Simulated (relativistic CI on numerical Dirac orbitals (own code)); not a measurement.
# Sensitivity of the levels of Rh XVIII to α and to the nuclear radius

Calculated at this level of theory: Dirac-Coulomb-Breit CI, orbitals from a KLI potential per configuration, derivatives by finite differences, unscaled Slater integrals, QED left out (own radial code, finite nucleus).

Configurations in the expansion (outside the closed core [Ne] 3s2): 3p6.3d10, 3p6.3d9.4s, 3p6.3d9.4p, 3p6.3d9.4d, 3p6.3d8.4s2, 3p6.3d9.4f, 3p6.3d8.4s.4p, 3p5.3d10.4s. Levels of other configurations are missing.

With x = (α/α₀)² − 1 an excitation energy changes as ω = ω₀ + qx; K = 2q/ω₀ is the relative enhancement. Terms are leading LS components, so labels can repeat. The field-shift factor is F = δν/δ⟨r²⟩ for the transition from the lowest level.

Lowest level 3p6.3d10 1S_0.

| Level | ω₀ (cm⁻¹) | q (cm⁻¹) | K | F (GHz/fm²) |
| --- | --- | --- | --- | --- |
| 3p6.3d9.4s 3D_3 | 2328139 | -120500 | -0.104 | 73.6 |
| 3p6.3d9.4s 3D_2 | 2334219 | -119400 | -0.102 | 73.4 |
| 3p6.3d9.4s 3D_1 | 2367972 | -80980 | -0.0684 | 73.8 |
| 3p6.3d9.4s 1D_2 | 2373235 | -81580 | -0.0688 | 73.6 |
| 3p6.3d9.4p 3P°_2 | 2610928 | -101300 | -0.0776 | 10 |
| 3p6.3d9.4p 3F°_3 | 2619485 | -104700 | -0.08 | 9.89 |
| 3p6.3d9.4p 3F°_2 | 2654330 | -64890 | -0.0489 | 10.1 |
| 3p6.3d9.4p 3P°_1 | 2657189 | -54710 | -0.0412 | 9.83 |
| 3p6.3d9.4p 3F°_4 | 2665135 | -49630 | -0.0372 | 8.97 |
| 3p6.3d9.4p 1D°_2 | 2675999 | -53640 | -0.0401 | 9.17 |
| 3p6.3d9.4p 1P°_1 | 2680788 | -54900 | -0.041 | 9.59 |
| 3p6.3d9.4p 3D°_3 | 2682767 | -49510 | -0.0369 | 8.99 |
| 3p6.3d9.4p 3P°_0 | 2691117 | -9628 | -0.00716 | 9.43 |
| 3p6.3d9.4p 3F°_3 | 2710632 | -10660 | -0.00787 | 9.25 |
| 3p6.3d9.4p 3D°_1 | 2713724 | -15120 | -0.0111 | 9.3 |
| 3p6.3d9.4p 3D°_2 | 2720592 | -11270 | -0.00828 | 9.28 |
| 3p6.3d9.4d 3S_1 | 3115067 | -38890 | -0.025 | 9.91 |
| 3p6.3d9.4d 3G_4 | 3134272 | -44090 | -0.0281 | 9.89 |
| 3p6.3d9.4d 3P_2 | 3137648 | -42710 | -0.0272 | 9.9 |
| 3p6.3d9.4d 3G_5 | 3139543 | -35190 | -0.0224 | 9.95 |
| 3p6.3d9.4d 1P_1 | 3140338 | -37450 | -0.0239 | 9.93 |
| 3p6.3d9.4d 3D_3 | 3144549 | -42340 | -0.0269 | 9.91 |
| 3p6.3d9.4d 3D_3 | 3152144 | -34330 | -0.0218 | 9.96 |

At this charge energies of transitions that change n are usually good to better than 1 %, and those within a shell (Δn = 0) to a few per cent.
